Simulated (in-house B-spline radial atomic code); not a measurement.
**Ionising Ca VIII (Ca7+) with different functionals**

Computed with a radial B-spline atomic code at the basis-set limit: four-component Dirac-Coulomb Hamiltonian, Fermi nucleus of rms radius 3.4776 fm, spin-restricted, spherical fractional occupations for the functionals. The ionisation energy is the difference of two self-consistent energies, [Ne] 3s2 3p1 → [Ne] 3s2, without Breit or QED terms; ε is the level of the shell that loses the electron (mean over j). The electron is taken from both j subshells in proportion to 2j + 1, so the result is a j average, not the step between ground levels.

Hybrids are left out here: with spherical fractional occupations of an open shell their exact exchange keeps a self-interaction that integer-occupation calculations don't have.

```csv
method,rung,ΔSCF (eV),-ε(3p) (eV)
LDA VWN5,LDA,147.04,136.47
relativistic LDA,LDA,147.02,136.45
LDA PW92,LDA,147.03,136.47
LDA exchange-only,LDA,?,?
PBE,GGA,146.75,136.25
PBEsol,GGA,146.68,136.18
BLYP,GGA,146.83,136.26
RPBE,GGA,146.61,136.16
PW91,GGA,146.94,136.42
BP86,GGA,146.92,136.40
AM05,GGA,146.67,136.18
OLYP,GGA,?,?
```

What does OLYP give?

ΔSCF 146.66 eV, and -ε(3p) = 136.28 eV.

What does LDA exchange-only give?

ΔSCF 145.26 eV, and -ε(3p) = 134.68 eV.

How do they compare with the NIST value?

NIST lists 147.2 eV ± 0.12 (measured, ground level to ground level). Errors run from -1.98 to -0.20 eV; LDA VWN5 is closest (-0.20 eV), though others lie within the uncertainty of it, and part of that can be cancellation, since the calculations leave out Breit-QED terms, spin polarisation, the choice among j levels, multiplet and fine-structure energies.
